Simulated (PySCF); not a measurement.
C5H7F, SMILES C=C1CC[C@@H]1F. Geometry: PBE-D3(BJ)/def2-SVP. The structure was generated by enumeration; whether it is a known compound was not checked.

Calculation: PySCF with PBE-D3(BJ)/def2-SVP.

Harmonic wavenumbers (cm⁻¹): 124, 204, 321, 403, 527, 618, 673, 768, 802, 870, 877, 925, 946, 1005, 1072, 1120, 1132, 1167, 1182, 1215, 1232, 1329, 1364, 1389, 1412, 1726, 2944, 2986, 3011, 3052, 3074, 3083, 3173. Rotational constants (GHz): 4.671, 3.944, 2.323; symmetry number 1.

Q: Work out the zero-point energy and the ideal-gas rigid-rotor harmonic-oscillator thermochemistry at 298.15 K and 1 atm.

A: ZPE = ½ Σ hcν = ½ × 45728 cm⁻¹ = 273.51 kJ/mol. H − E(el) = 291.35 kJ/mol. Entropy in J/(mol K): translation 164.31, rotation 110.55, vibration 42.95, total 317.81. G − E(el) = 196.59 kJ/mol. Cp = 99.26 J/(mol K). Modes under 150 cm⁻¹ make the vibrational entropy uncertain.
